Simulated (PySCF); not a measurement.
## Ionisation energy of B⁺ by level of theory

B⁺ [He] 2s2 (1S) → B²⁺ [He] 2s1 (2S), as a difference of total energies. Calculation: PySCF 2.14, in ANO-RCC-VTZP (4s3p2d1f, 30 functions); the spin-free X2C one-electron Hamiltonian (Gaussian nucleus). Correlated levels: valence: 1s2 frozen; valence and next inner shell: nothing frozen. The calculations carry no spin-orbit coupling.

```tsv
method	ionisation energy (eV)	error (eV)
UHF	23.455	-1.700
LDA	24.559	-0.596
PBE	24.616	-0.539
PBE0	24.572	-0.583
r2SCAN	24.264	-0.891
r2SCANh	24.287	-0.868
wB97X	24.271	-0.884
BHandHLYP	24.576	-0.579
wB97X-V	24.644	-0.511
MP2 (valence)	24.431	-0.724
SCS-MP2 (valence)	24.626	-0.529
MP2 (valence and next inner shell)	24.462	-0.693
SCS-MP2 (valence and next inner shell)	24.651	-0.504
```

Reference: 25.155 eV (measured; NIST Atomic Spectra Database, ionization energies).

Errors of the correlated levels include the incompleteness of this basis and the frozen core.

MP2 underrates the near-degeneracy of ns² with np² in the lower species.
